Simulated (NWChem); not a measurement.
AlHIF; SMILES [F][AlH][I]

Program: NWChem. Medium grid unless said otherwise, to which SCAN and Minnesota functionals are sensitive. Structure relaxed at the PBE0/def2-SVP level. def2 effective core potentials on I; no spin-orbit coupling. Total energies of different functionals are on different scales.

```
level                                 energy (Ha)  highest occupied level (eV)  orbital gap (eV)  dipole (D)
------------------------------------  -----------  ---------------------------  ----------------  ----------
B3LYP/def2-SVP                          -640.6570                        -7.72              6.17        1.13
PBE/def2-SVP                            -640.2911                        -6.85              4.75        1.02
BP86/def2-SVP                           -640.6900                        -6.96              4.80        1.02
OLYP/def2-SVP                           -640.7929                        -6.66              4.82        1.03
LDA (Slater exchange, VWN5)/def2-SVP    -638.4371                        -7.00              4.66        1.09
M06-L/def2-SVP                          -640.6920                        -6.94              5.35        1.14
r2SCAN0/def2-SVP                        -640.5472                        -8.26              7.03        1.21
RPBE/def2-SVP                           -640.5585                        -6.80              4.78        0.99
```
